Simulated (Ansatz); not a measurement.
Species: sum formula SnOH, charge 1, multiplicity 1. It need not be the lowest isomer of its formula. 
Geometry from a B3LYP-D3(BJ)/def2-TZVP (Ansatz, a program for electronic structure) optimisation:
```xyz
3

O      0.0000     0.0000    -1.5731
Sn     0.0000     0.0000     0.3024
H      0.0000     0.0000    -2.5373
```
Charge +1, spin multiplicity 1.

Parts of the frozen-core correlation energy in def2-SVP (Ansatz, hartree). Frozen orbitals: 10; correlated occupied orbitals by spin: 5 and 5; virtual: 30 and 30. No spin-orbit coupling. In def2 rows, elements after Kr have scalar-relativistic effective core potentials.

| term | value |
|---|---|
| reference (HF) | -288.50562 |
| MP2 opposite-spin | -0.18099 |
| MP2 same-spin | … |
| CCSD correlation | … |
| (T) | … |
| CCSDT minus CCSD(T) | -0.00052 |
| T1 diagnostic | 0.028 |
| largest doubles amplitude | 0.087 |

**Question.** What belongs in the gaps?

**Answer.** 
- MP2 same-spin, value: -0.06112
- CCSD correlation, value: -0.25342
- (T), value: -0.00742
